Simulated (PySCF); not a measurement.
## Finite-field polarisability of I⁻ (iodine, charge -1)

[Xe], closed-shell 1S. Calculation: PySCF 2.14, in aug-cc-pVQZ-DK3 (9s8p6d3f2g, 102 functions); the spin-free X2C one-electron Hamiltonian (Gaussian nucleus). Frozen: [Kr] 4d10. Energy changes in a uniform field (μhartree):

| axis | F (au) | HF | MP2 | CCSD | CCSD(T) |
| --- | --- | --- | --- | --- | --- |
| x | 0.0018 | -97.079 | -104.444 | -102.188 | -104.537 |
| x | 0.0036 | -388.614 | -418.159 | -409.116 | -418.549 |

Derive α along x at CCSD(T) from the two fields.

With ΔE = −αF²/2 − γF⁴/24, α = −(16 ΔE(F) − ΔE(2F))/(6F²) = 64.51 bohr³.

And the mean polarisability at each level?

HF 59.91, MP2 64.45, CCSD 63.06, CCSD(T) 64.51 bohr³.

The polarisability of an anion needs two sets of diffuse s and p functions; this basis lacks them, so these values show the method and not the converged property.
